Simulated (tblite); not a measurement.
C5H8FO2 (doublet state).
Z-matrix (Å and degrees, GFN2-xTB geometry), rows numbered from 1:
```
C 
C   1  1.4540
F   2  1.3815  1  111.23
C   2  1.5929  1  112.54  3  -120.81
O   4  1.3915  2  111.19  1  -177.44
C   5  1.4185  4  107.37  2   -93.72
C   6  1.5421  5  104.33  4   -16.44
O   4  1.3879  2  112.42  1    61.88
H   1  1.0701  2  119.26  3  -167.77
H   1  1.0707  2  119.60  3    24.84
H   2  1.1003  1  113.48  3   120.00
H   4  1.0962  2  106.88  1   -58.18
H   6  1.0943  5  110.22  4   103.51
H   6  1.0917  5  107.59  4  -136.82
H   7  1.0948  6  111.48  5   117.15
H   7  1.0913  6  113.18  5  -118.43
```

Level: GFN2-xTB in tblite, geometry and Hessian alike; calculated harmonic values, unscaled, isolated species. The method is semi-empirical: single wavenumbers can be off by several per cent or more. One conformer, not necessarily the lowest. Open shells enter through the occupations alone, without spin polarisation, and single modes of such species can be off by tens of per cent.

Harmonic wavenumbers (cm⁻¹): 53.6, 116.0, 148.1, 193.3, 209.1, 263.8, 343.8, 473.4, 492.1, 630.7, 719.1, 787.9, 808.6, 867.2, 877.6, 970.5, 976.7, 1005.4, 1058.7, 1070.3, 1093.7, 1117.4, 1154.0, 1170.3, 1175.8, 1177.7, 1237.2, 1262.2, 1287.3, 1288.6, 1293.3, 1371.7, 1464.6, 1484.7, 2865.8, 2928.7, 2929.5, 2941.6, 2973.7, 2981.5, 3156.9, 3210.5.

A = 3610, B = 1736, C = 1655 MHz; mass 119.051 u (most abundant isotopes); point group C1, symmetry number 1; spin multiplicity 2.

**Question.** What is the zero-point energy?

**Answer.** ½Σν̃ = 26816 cm⁻¹ = 76.67 kcal/mol.

**Question.** Entropy at 400 K, 1 bar (ideal gas, RRHO, classical rotation)?

**Answer.** Translation 41.72, rotation 28.71, vibration 29.70, spin (R ln 2) 1.38: S = 101.5 cal/(mol K).

**Question.** And Cp and H(400 K) − H(0)?

**Answer.** Cp = 40.91 cal/(mol K), of which vibrations give 32.96 (their classical limit is 42 R = 83.5); H(400 K) − H(0) = 9.54 kcal/mol without the zero-point energy, 6.36 from vibrations.

**Question.** Blend soft modes into free rotors: weight 1/[1 + (100 cm⁻¹/ν̃)⁴] for the oscillator and the rest for a rotor with moment μB/(μ + B), μ = h/(8π²ν), B = 10⁻⁴⁴ kg m². What vibrational entropy results?

**Answer.** 27.95 cal/(mol K) in place of 29.70, which changes −T·S at 400 K by +0.70 kcal/mol.

**Question.** How do the functions run with temperature in this model?

**Answer.** 
```
 T (K)  S (cal/(mol K))  Cp (cal/(mol K))  H − H(0) (kcal/mol)  G − H(0) (kcal/mol)  ln q(vib)
    50             57.1              11.4                 0.46                -2.40       0.30
   100             66.6              16.1                 1.16                -5.50       1.10
298.15             90.9              31.8                 5.83               -21.26       4.92
373.15             98.7              38.6                 8.47               -28.37       6.41
   500            111.5              48.5                14.03               -41.72       8.96
   750            133.9              61.8                27.97               -72.47      13.97
  1000            152.9              70.1                44.52              -108.38      18.74
```

q(vib) and H(0) count from the zero-point level.

Hindered rotation and anharmonicity are outside this model. Other conformers, if any are populated, would add a mixing term that is left out. The structure is chiral; the term R ln 2 for an equal mix with its mirror image is left out.
